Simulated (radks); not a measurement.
The numbers below are computed, except where a source is named.
Species: Ag+. Configuration: [Kr] 4d10 (the NIST ground configuration). Level of theory: scalar-relativistic Kohn-Sham, revPBE, spin-polarised, spherical densities, finite nucleus; Fermi nuclear charge, rms radius 4.5454 fm (a radial shooting solver on a logarithmic mesh with Libxc functionals).

Local quantities along the radius. ELF = 1/(1 + alpha^2) is the electron localisation function; alpha = (tau - tau_W)/tau_unif compares the Pauli kinetic energy density with that of the uniform gas (summed over spins). tau is taken from the large components.

```
   r/bohr * ELF (the largest magnitude, 0.999, reaches the edge; | marks zero)
 0.001069 |                                                      *
 0.001426 |                                                      *
 0.001901 |                                                      *
 0.002536 |                                                      *
 0.003382 |                                                      *
 0.004511 |                                                      *
 0.006017 |                                                      *
 0.008025 |                                                      *
   0.0107 |                                                      *
  0.01428 |                                                     *
  0.01904 |                                                    *
  0.02539 |                                             *
  0.03387 |                            *
  0.04517 |                *
  0.06025 |                       *
  0.08036 |                                     *
    0.108 |                                        *
   0.1441 |                          *
   0.1922 |                *
   0.2563 |                                 *
   0.3419 |                                          *
    0.456 |                            *
   0.6082 |         *
   0.8112 |                                  *
    1.082 |                                        *
    1.443 |                              *
    1.925 |               *
    2.567 |    *
    3.424 |*
    4.567 *
    6.091 *
```

On this mesh the ELF has minima near r = 0.045, 0.19, 0.61 bohr, which separate the shells, and maxima near 0.093 (0.75), 0.34 (0.77), 0.94 (0.75).

Self-consistent cycle (total energy in hartree, residual of the potential): 1: -5312.889054, 5e+00; 2: -5315.291090, 2e+00; 3: -5315.830872, 6e-01; 4: -5315.825318, 5e-01; 5: -5315.869809, 3e-02; 6: -5315.869765, 6e-03; 7: -5315.869776, 2e-03; 8: -5315.869769, 9e-04; 9: -5315.869769, 8e-05; 10: -5315.869769, 2e-05; 11: -5315.869769, 2e-05; 12: -5315.869769, 3e-06; 13: -5315.869769, 1e-08; 14: -5315.869769, 8e-09.
